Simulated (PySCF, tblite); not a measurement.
A set of runs on `B[SiH](C)C`; the geometry of each is named by its level. Settings lines and outputs come from a driver script.

Compound: C2H9BSi.
SMILES with atom numbers: `[BH2:1][SiH:2]([CH3:3])[CH3:4]` (hydrogens: H5, H6 on B1; H7 on Si2; H8, H9, H10 on C3; H11, H12, H13 on C4)

Step 1: GFN2-xTB geometry optimisation, gas phase (tblite 0.8.0) (from a force-field or distance-geometry start)
```json
{"job": {"kind": "relax", "xc": "GFN2-xTB", "basis": "xTB"}, "charge": 0, "multiplicity": 1}
```
```
step      E/eV     max force
  0    -320.53089    1.656
  1    -320.63757    0.621
  2    -320.67013    0.367
...
 30    -320.75045    0.018
 31    -320.75049    0.014
 32    -320.75051    0.011
 33    -320.75052    0.012
 34    -320.75053    0.007
```

Energy lowered by 5.1 kcal/mol over 34 steps; largest atomic force 0.007 eV/Å at the end. «max force» is the largest atomic force in eV/Å.

Hardware: Arm Neoverse V1, one thread, shared host. Cost: 0.13 s wall.

Step 2: GFN2-xTB harmonic vibrations, gas phase (tblite 0.8.0) (on the GFN2-xTB geometry)
```json
{"job": {"kind": "ir", "xc": "GFN2-xTB", "basis": "xTB"}, "charge": 0, "multiplicity": 1}
```
```
(table of modes left out)
```

33 modes from 42 to 3045 cm⁻¹ (unscaled, harmonic); zero-point energy 63.4 kcal/mol; all wavenumbers are real at this level.

Time: 0.24 s wall. Hardware: one thread, Arm Neoverse V1 (aarch64), shared host with 32 logical CPUs at a one-minute load of 5.6.

Step 3: TDDFT B3LYP/def2-SVPD, vertical, gas phase, core orbitals frozen in the response (PySCF 2.14.0, density-fitted response routines) (on the GFN2-xTB geometry)
```json
{"job": {"kind": "uv", "xc": "B3LYP", "basis": "def2-SVPD", "nstates": 8, "ntriplets": 3}, "charge": 0, "multiplicity": 1}
```
```
...
Static polarisability (au): isotropic 69.134, principal 62.618 69.206 75.578
Singlet excitations
state   eV       nm        f      main configurations
  1   4.0409    306.8   0.01063   H->L 0.95
  2   4.7683    260.0   0.00987   H-2->L 0.93
  3   5.0618    244.9   0.06067   H-1->L 0.99
  4   5.7639    215.1   0.00290   H-3->L 0.96
  5   7.2584    170.8   0.00177   H-4->L 0.91, H-5->L 0.09
  6   7.3722    168.2   0.04320   H-5->L 0.90, H-4->L 0.09
  7   7.4930    165.5   0.03088   H->L+1 0.99
  8   7.7028    161.0   0.00461   H-6->L 0.98
Triplet excitations (Tamm-Dancoff, eV): 3.2258 4.4719 4.6047
```

HOMO -7.92 eV, LUMO -2.60 eV; lowest singlet 4.04 eV; lowest triplet 3.23 eV (Tamm–Dancoff); mean polarisability 69.1 au.

On an Arm Neoverse V1 with one thread (shared host), this took 31 s of wall time (with the writing of density and orbital grids) and 0.60 GiB of memory at its peak.

Geometry of the electronic-property runs (GFN2-xTB):
```
atom  x, y, z in Å
B1     1.575   -0.899    1.012
Si2    0.296   -0.227   -0.312
C3     0.161    1.684   -0.252
C4    -1.469   -0.902    0.009
H5     2.517   -1.521    0.706
H6     1.437   -0.697    2.157
H7     0.576   -0.547   -1.733
H8    -0.559    2.055   -0.975
H9     1.116    2.154   -0.469
H10   -0.155    2.026    0.730
H11   -2.180   -0.519   -0.717
H12   -1.825   -0.621    0.997
H13   -1.494   -1.987   -0.050
```

 (This holds for the electronic-property runs.)

One conformer stands for the species.
